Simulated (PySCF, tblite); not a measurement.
Parent: `[CH3:1][O:2][CH2:3][C:4]([CH3:5])([CH3:6])[C:7](=[O:8])[F:9]` with C1–O2–C3–C4 179°, O2–C3–C4–C5 -62°, C3–C4–C7–O8 -125°, C6H11FO2.

Computed geometry: GFN2-xTB, gas phase. One conformer each, not checked by frequencies here.

```tsv
coordinate of the parent	value
C1–O2	1.403 Å
O2–C3	1.406 Å
C3–C4	1.542 Å
C4–C5	1.536 Å
C4–C6	1.528 Å
C4–C7	1.503 Å
C7=O8	1.179 Å
C7–F9	1.371 Å
C1–O2–C3	112.7°
O2–C3–C4	108.8°
C3–C4–C5	109.5°
C3–C4–C6	110.3°
C3–C4–C7	108.7°
C5–C4–C6	110.9°
C5–C4–C7	108.3°
C6–C4–C7	109.1°
C4–C7–O8	130.2°
C4–C7–F9	111.4°
O8–C7–F9	118.4°
```

**Question.** How does the shared frame change in `[CH2:1]=[CH:2][CH2:3][C:4]([CH3:5])([CH3:6])[C:7](=[O:8])[F:9]` with C1–C2–C3–C4 -118°, C2–C3–C4–C5 53°, C3–C4–C7–O8 -10°, C7H11FO? Atoms pair as C3 = C3, C4 = C4, C5 = C5, C6 = C6, C7 = C7, O8 = O8, F9 = F9 (parent first).

**Answer.** 
| parent | relative | value in the relative | change |
| --- | --- | --- | --- |
| C3–C4 | C3–C4 | 1.541 Å | -0.001 |
| C4–C5 | C4–C5 | 1.532 Å | -0.004 |
| C4–C6 | C4–C6 | 1.538 Å | +0.010 |
| C4–C7 | C4–C7 | 1.504 Å | +0.001 |
| C7=O8 | C7=O8 | 1.180 Å | +0.001 |
| C7–F9 | C7–F9 | 1.370 Å | -0.001 |
| C3–C4–C5 | C3–C4–C5 | 111.0° | +1.5 |
| C3–C4–C6 | C3–C4–C6 | 110.0° | -0.3 |
| C3–C4–C7 | C3–C4–C7 | 109.5° | +0.8 |
| C5–C4–C6 | C5–C4–C6 | 109.9° | -1.0 |
| C5–C4–C7 | C5–C4–C7 | 110.0° | +1.7 |
| C6–C4–C7 | C6–C4–C7 | 106.4° | -2.7 |
| C4–C7–O8 | C4–C7–O8 | 130.4° | +0.2 |
| C4–C7–F9 | C4–C7–F9 | 111.2° | -0.2 |
| O8–C7–F9 | O8–C7–F9 | 118.3° | -0.1 |

Of the parent's bonds, C4–C6 changes most (+0.010 Å). Bonds of the relative outside the shared frame: C1=C2 1.319, C2–C3 1.497 Å. Point group C1 → C1.

**Question.** How does the shared frame change in `[CH3:1][C:2]([CH3:3])([CH2:4][F:5])[C:6](=[O:7])[F:8]` with C1–C2–C4–F5 61°, C1–C2–C6–O7 120°, C5H8F2O? Atoms pair as C3 = C4, C4 = C2, C5 = C1, C6 = C3, C7 = C6, O8 = O7, F9 = F8 (parent first).

**Answer.** 
```json
{"parent": "C3–C4", "relative": "C4–C2", "value in the relative": "1.535 Å", "change": "-0.007"}
{"parent": "C4–C5", "relative": "C2–C1", "value in the relative": "1.535 Å", "change": "-0.001"}
{"parent": "C4–C6", "relative": "C2–C3", "value in the relative": "1.535 Å", "change": "+0.007"}
{"parent": "C4–C7", "relative": "C2–C6", "value in the relative": "1.503 Å", "change": "0.000"}
{"parent": "C7=O8", "relative": "C6=O7", "value in the relative": "1.180 Å", "change": "+0.001"}
{"parent": "C7–F9", "relative": "C6–F8", "value in the relative": "1.362 Å", "change": "-0.009"}
{"parent": "C3–C4–C5", "relative": "C4–C2–C1", "value in the relative": "110.4°", "change": "+0.9"}
{"parent": "C3–C4–C6", "relative": "C4–C2–C3", "value in the relative": "110.4°", "change": "+0.1"}
{"parent": "C3–C4–C7", "relative": "C4–C2–C6", "value in the relative": "107.9°", "change": "-0.8"}
{"parent": "C5–C4–C6", "relative": "C1–C2–C3", "value in the relative": "110.3°", "change": "-0.6"}
{"parent": "C5–C4–C7", "relative": "C1–C2–C6", "value in the relative": "109.0°", "change": "+0.7"}
{"parent": "C6–C4–C7", "relative": "C3–C2–C6", "value in the relative": "108.9°", "change": "-0.2"}
{"parent": "C4–C7–O8", "relative": "C2–C6–O7", "value in the relative": "129.7°", "change": "-0.5"}
{"parent": "C4–C7–F9", "relative": "C2–C6–F8", "value in the relative": "111.2°", "change": "-0.2"}
{"parent": "O8–C7–F9", "relative": "O7–C6–F8", "value in the relative": "119.1°", "change": "+0.7"}
```

Of the parent's bonds, C7–F9 changes most (-0.009 Å). Bonds of the relative outside the shared frame: C4–F5 1.370 Å. Point group C1 → Cs.
